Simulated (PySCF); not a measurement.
Computed with PySCF with PBE-D3(BJ)/def2-TZVP // B3LYP-D3(BJ)/def2-TZVP. Gas-phase values, no solvent. Excitations are Tamm–Dancoff values on a coarser integration grid. The basis has no diffuse functions, so Rydberg states are missing or too high.

Reference species (SMILES): `[Br][AlH][Br]` (neutral, multiplicity 1).

```yaml
T1 excitation (TDA): 4.89 eV
S1 oscillator strength: 0.000
HOMO–LUMO gap: 4.97 eV
S1–T1 gap (TDA): 0.11 eV
```

Changed species: `[Br][Al]([Br])[Br]` (0 of 3 Br replaced by H; the reference has 1 of 3 Br replaced by H).

**Question.** Give the shifts of the T1 excitation (TDA), S1 oscillator strength, HOMO–LUMO gap and S1–T1 gap (TDA).

**Answer.** the T1 excitation (TDA) falls by 0.09 eV, to 4.80 eV; the S1 oscillator strength hardly moves; the HOMO–LUMO gap drops by 0.05 eV, to 4.92 eV; the S1–T1 gap (TDA) goes up by 0.13 eV, to 0.24 eV.
